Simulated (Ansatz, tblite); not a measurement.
Cost and result up the ladder for the cluster Li7Sn2 (9 atoms). Charge 0, multiplicity 2. Geometry: B3LYP-D4/def2-SVP.

Cartesian coordinates in Å:
```
Li 2.7821 -0.8215 0.3770
Li -0.9491 2.7675 0.0297
Li 0.7261 0.6236 -1.2571
Li -1.6283 -1.8742 -1.9029
Li -2.0486 -2.0152 1.1477
Li 2.3623 2.5126 0.5076
Li 0.3084 0.4582 1.4582
Sn 0.3488 -1.9114 -0.0736
Sn -1.9016 0.2604 -0.2867
```

Ansatz on 4 threads of Arm Neoverse N1 on a shared host; xTB runs through tblite on one thread. Times are rough, summed over both states, and most runs start from the orbitals of an earlier one. No level here is sound enough to serve as a yardstick. The other state is a singlet.

In the def2 sets Sn takes a core potential; there is no spin–orbit coupling. The xTB rows come from tblite. Another isomer (doublet) lies 0.02 eV lower at r2SCAN-D4/def2-TZVP.

Raw xTB energies of ions are shifted by several eV, and xTB has no spin-polarisation term.

| level | functions | vertical IE (eV) | remarks |
| --- | --- | --- | --- |
| GFN2-xTB | 46 | 8.19 | – |
| PBE-D4/def2-TZVP | 198 | 4.62 | restricted singlet, untested (+1 singlet) |
| GFN1-xTB | 46 | 10.96 | – |
| PBE0-D4/def2-TZVP | 198 | 4.63 | restricted singlet, untested (+1 singlet) |

Task: Estimate how long each takes.

Result: GFN1-xTB 0.022 s; GFN2-xTB 0.045 s; PBE-D4/def2-TZVP 15 s; PBE0-D4/def2-TZVP 26 s. On shared hardware such times vary by a factor of up to 3.
